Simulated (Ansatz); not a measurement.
C2H8BFSi (`BC[SiH](C)F`), relaxed with RKS PBE-D4/def2-SVP in Ansatz from a rough embedded geometry. The force threshold is 0.03 eV/Å; the program also tests the step.

Total charge 0; spin multiplicity 1.

Start:

```xyz
13

B     0.601   -1.773   -0.455
C    -0.093   -1.083    0.749
Si    0.211    0.737    0.673
C    -0.635    1.535   -0.815
F    -0.497    1.477    2.050
H     1.509   -2.600   -0.209
H     0.357   -1.537   -1.554
H    -1.190   -1.259    0.715
H     0.315   -1.431    1.697
H     1.643    1.060    0.639
H    -1.674    1.254   -0.872
H    -0.130    1.071   -1.758
H    -0.415    2.547   -0.860
```

Problem. How much energy does the relaxation release, and in how many steps? (Estimate.)

Solution. Computed: 10.90 kcal/mol, in 10 steps, 1 of them rejected.

Problem. Which bonds change most? (Estimate.)

Solution. Ansatz gave: C4–H13 from 1.037 to 1.109 Å; B1–H7 from 1.150 to 1.220 Å; Si3–F5 from 1.716 to 1.648 Å; C4–H12 from 1.167 to 1.110 Å.

Problem. Give the relaxed structure. (Best estimate.)

Solution. Ansatz gave: 
```xyz
13

B     0.583   -1.824   -0.442
C    -0.121   -1.131    0.743
Si    0.206    0.739    0.673
C    -0.544    1.523   -0.851
F    -0.514    1.384    2.007
H     1.751   -2.167   -0.361
H     0.009   -1.977   -1.508
H    -1.230   -1.204    0.732
H     0.283   -1.416    1.739
H     1.675    1.028    0.794
H    -1.624    1.282   -0.928
H    -0.043    1.136   -1.763
H    -0.433    2.626   -0.836
```
